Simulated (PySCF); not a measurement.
# One molecule, several mistakes: Ge2H6N2

All numbers below are calculated, not measured. They come from PySCF 2.14.0, an open-source quantum chemistry program, on an isolated molecule that a program drew, which may never have been made. The molecule is Ge2H6N2 (charge 0, singlet), drawn as the SMILES string `[NH2][GeH]=[N][GeH3]`.

Each row is a Hartree-Fock (HF) and frozen-core CCSD(T) single point in the cc-pVDZ basis, meant for a local HF minimum. Run 1 is clean. Each other run has one planted mistake out of seven kinds, and not every kind appears here: one electron removed, one electron added, multiplicity raised by two, geometry at a saddle point, minimal basis STO-3G, one bond length entered in bohr, all coordinates scaled. The reference is restricted for singlets and unrestricted otherwise, and also for a bond in bohr. Adding or removing an electron swaps singlet and doublet. Electrons count all cores. HOMO and LUMO are orbital energies over both spins, the gradient is its largest component, and the lowest frequency (negative if imaginary) is given only where the gradient is small. Bond lengths are over the 9 bonds as drawn. T1 is the CCSD diagnostic: over 0.02 (restricted) or 0.045 (unrestricted) a single reference is doubtful. Germanium has the cc-pVDZ-PP basis, with a core potential (ECP10MDF) in place of its 10 inner electrons, and its 3s, 3p and 3d shells are frozen in CCSD(T).

Geometry of the clean run:
```xyz
10
Ge2H6N2, angstrom
N     0.2756    0.7929    1.6986
Ge    1.6630    1.4528    0.7918
N     2.3062    0.9570   -0.6694
Ge    1.8111   -0.4070   -1.7661
H     0.0195    1.1180    2.6098
H    -0.2228   -0.0256    1.4091
H     2.2140    2.6282    1.5774
H     1.3847    0.1491   -3.1330
H     0.6292   -1.2443   -1.2169
H     2.9958   -1.3624   -1.9717
```

```
run,electrons,basis functions,<S^2>,HOMO (eV),LUMO (eV),gradient (hartree/bohr),lowest frequency (cm^-1),mean bond (Å),longest bond (Å),T1,HF (hartree),CCSD(T) (hartree),mistake
1,84,104,0.000,-9.38,2.56,3.0e-05,44,1.4905,1.819,0.0176,-699.10717,-699.70263,no fault
2,84,104,2.029,-5.14,0.50,1.3e-01,-,1.4905,1.819,0.0243,-699.00179,-699.55553,multiplicity raised by two
3,85,104,0.768,1.03,8.16,7.7e-02,-,1.4905,1.819,0.0170,-699.04007,-699.64176,one electron added
4,83,104,0.768,-16.23,-6.00,1.1e-01,-,1.4905,1.819,0.0307,-698.84203,-699.39298,?
5,84,104,0.000,-9.65,3.13,8.1e-02,-,1.3832,1.688,0.0142,-699.03759,-699.61228,?
```

**Which mistake was planted in run 4, and what did it cost?**

It counts 83 electrons, one fewer than the clean run, at the same geometry and basis. So the mistake is: one electron removed. Subtracting run 1 and multiplying by 627.51 kcal/mol a hartree, the energy moved by 166.4 kcal/mol in HF and 194.3 kcal/mol in CCSD(T).

**Which mistake was planted in run 5, and what did it cost?**

The mean and the longest bond both change by the same factor, 0.928, and the gradient is no longer small. So the mistake is: all coordinates scaled. Subtracting run 1 and multiplying by 627.51 kcal/mol a hartree, the energy moved by 43.7 kcal/mol in HF and 56.7 kcal/mol in CCSD(T).

Cautions from the logs. Run 3: the HOMO is above zero, so the electron isn't bound and the energy depends on the basis.
